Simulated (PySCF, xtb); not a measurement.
Al(F)(Cl)(Et) (C2H5AlClF), SMILES [Cl][Al]([CH2]C)[F].

xtb with GFN2-xTB at its own geometry gives an orbital gap of 4.08 eV and a dipole moment of 2.47 D.

Coordinates come from a B3LYP-D3(BJ)/def2-SVP optimisation. The structure was generated by enumeration; whether it is a known compound was not checked. One conformer was computed; it need not be the lowest.

Q: What does CAM-B3LYP/def2-TZVP (PySCF) give? (Estimate from the structure and the level; the computed values follow.)

A: gap 10.08 eV (levels -9.80 and 0.28 eV), dipole 2.32 D.
